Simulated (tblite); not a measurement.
CHCl2F5Ga2.
Atom-mapped SMILES: `[F:1][C:2]([F:3])([F:4])[GaH-:5]1[Cl+:6][Ga-:7]([F:8])([F:9])[Cl+:10]1` (hydrogens: H11 on Ga5)

Computed with GFN2-xTB (tblite), gas phase: L-BFGS steps from a force-field or distance-geometry start until the largest atomic force falls under 0.01 eV/Å.

Step 31: E = -1036.7737 eV
```
atom  x, y, z in Å  |  force x, y, z in eV/Å
F1     -2.9732   -0.6647    0.7422    0.003  -0.014   0.050
C2     -2.1327    0.2820    0.1888   -0.006   0.094   0.091
F3     -2.3287    1.4132    0.8851   -0.029  -0.085  -0.053
F4     -2.5947    0.4845   -1.0590   -0.002   0.030  -0.049
Ga5    -0.4290   -0.7957    0.3314    0.061  -0.088  -0.005
Cl6     0.9913   -0.0207    1.9497   -0.035   0.011   0.011
Ga7     2.4424    0.3938    0.2940   -0.060  -0.001  -0.010
F8      2.7152    2.0956    0.0884    0.046   0.053   0.001
F9      3.8820   -0.5669    0.4420    0.024  -0.023  -0.001
Cl10    1.0384   -0.2924   -1.3313    0.017  -0.027  -0.016
H11    -0.6056   -2.3257    0.5225   -0.019   0.051  -0.020
```

Step 32: E = -1036.7751 eV
```
atom  x, y, z in Å  |  force x, y, z in eV/Å
F1     -2.9582   -0.6735    0.7429   -0.009   0.007   0.074
C2     -2.1307    0.2890    0.1911    0.017   0.050   0.062
F3     -2.3404    1.4160    0.8876   -0.051  -0.098  -0.071
F4     -2.5974    0.4791   -1.0577   -0.001   0.060  -0.031
Ga5    -0.4307   -0.7953    0.3270    0.077  -0.067  -0.009
Cl6     0.9893   -0.0167    1.9465   -0.037   0.006   0.016
Ga7     2.4440    0.3973    0.2965   -0.073  -0.028  -0.024
F8      2.7229    2.0969    0.0939    0.045   0.070  -0.002
F9      3.8810   -0.5676    0.4375    0.030  -0.025   0.001
Cl10    1.0449   -0.3002   -1.3335    0.015  -0.022   0.005
H11    -0.6193   -2.3220    0.5223   -0.015   0.047  -0.021
```

Step 33: E = -1036.7765 eV
```
atom  x, y, z in Å  |  force x, y, z in eV/Å
F1     -2.9445   -0.6812    0.7451   -0.007   0.030   0.080
C2     -2.1281    0.2958    0.1945    0.033  -0.025   0.004
F3     -2.3524    1.4177    0.8894   -0.067  -0.075  -0.063
F4     -2.5984    0.4748   -1.0565    0.010   0.072   0.009
Ga5    -0.4309   -0.7972    0.3220    0.070  -0.017  -0.013
Cl6     0.9865   -0.0117    1.9434   -0.041  -0.001   0.021
Ga7     2.4433    0.4009    0.2985   -0.056  -0.040  -0.035
F8      2.7319    2.0993    0.0988    0.039   0.068  -0.003
F9      3.8790   -0.5683    0.4335    0.023  -0.019   0.002
Cl10    1.0518   -0.3083   -1.3357    0.008  -0.019   0.018
H11    -0.6327   -2.3188    0.5208   -0.010   0.026  -0.020
```

Step 34: E = -1036.7777 eV
```
atom  x, y, z in Å  |  force x, y, z in eV/Å
F1     -2.9362   -0.6845    0.7488   -0.005   0.029   0.072
C2     -2.1250    0.2996    0.1988    0.045  -0.092  -0.049
F3     -2.3606    1.4174    0.8905   -0.069  -0.017  -0.032
F4     -2.5955    0.4725   -1.0549    0.016   0.064   0.032
Ga5    -0.4296   -0.8013    0.3176    0.046   0.041  -0.013
Cl6     0.9821   -0.0064    1.9411   -0.042  -0.008   0.026
Ga7     2.4398    0.4044    0.2992   -0.020  -0.028  -0.038
F8      2.7408    2.1029    0.1012    0.027   0.041  -0.001
F9      3.8751   -0.5688    0.4317    0.008  -0.009   0.001
Cl10    1.0567   -0.3150   -1.3373    0.000  -0.017   0.018
H11    -0.6423   -2.3179    0.5171   -0.006  -0.003  -0.017
```

Task: Estimate the geometry and energy of step 35. (The exact step hangs on the optimiser's Hessian estimate; all steps are aligned on step 34, rigid shifts and turns removed.)

Result: E = -1036.7786 eV, largest force 0.120 eV/Å
```
atom  x, y, z in Å  |  force x, y, z in eV/Å
F1     -2.9249   -0.6905    0.7532    0.022   0.049   0.034
C2     -2.1226    0.3031    0.1991   -0.006  -0.100  -0.066
F3     -2.3737    1.4169    0.8893   -0.045   0.000  -0.011
F4     -2.5987    0.4726   -1.0542    0.030   0.028   0.062
Ga5    -0.4276   -0.8008    0.3139    0.023   0.063  -0.006
Cl6     0.9804   -0.0041    1.9401   -0.041  -0.010   0.026
Ga7     2.4392    0.4045    0.2993    0.020  -0.002  -0.033
F8      2.7472    2.1055    0.1058    0.015   0.001   0.002
F9      3.8764   -0.5701    0.4280   -0.013   0.003   0.001
Cl10    1.0625   -0.3210   -1.3378   -0.006  -0.016   0.010
H11    -0.6528   -2.3134    0.5172    0.001  -0.016  -0.017
```

The energy changes by -0.0009 eV. The first-order estimate −F·Δx gives -0.0014 eV and the mean of the old and new forces, exact on a quadratic surface, -0.0009 eV. The step makes an angle of 75° with the force vector and moves no atom by more than 0.014 Å.

What follows is the cost of the whole relaxation. The run took 2.0 s wall on an Arm Neoverse N1 with one thread, shared host with 64 logical CPUs at a one-minute load of 61.
